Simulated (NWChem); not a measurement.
Molecule: CH₆BOP; SMILES PB(C)O

```xyz
10

B     -0.0899    -0.4718     0.0050
C      1.1939    -1.3870     0.0240
H      1.6443    -1.3981    -0.9842
H      0.9879    -2.4333     0.3062
H      1.9695    -0.9942     0.7002
O     -1.3497    -0.9736     0.0179
H     -1.3686    -1.9364     0.0665
P      0.0495     1.4573     0.0852
H     -1.0023     1.7719    -0.8220
H      1.1101     1.6014    -0.8565
```
Atoms are numbered in this order, from 1.

All runs: NWChem. Geometry: optimised at PBE0/def2-SVP.

Q: Predict the results for PBE0/def2-SVP. Quantities: highest occupied level (eV); orbital gap (eV); dipole (D).

A: The highest occupied level (eV) comes out as -6.93. The orbital gap (eV) comes out as 7.05 and the dipole (D) is 2.62.
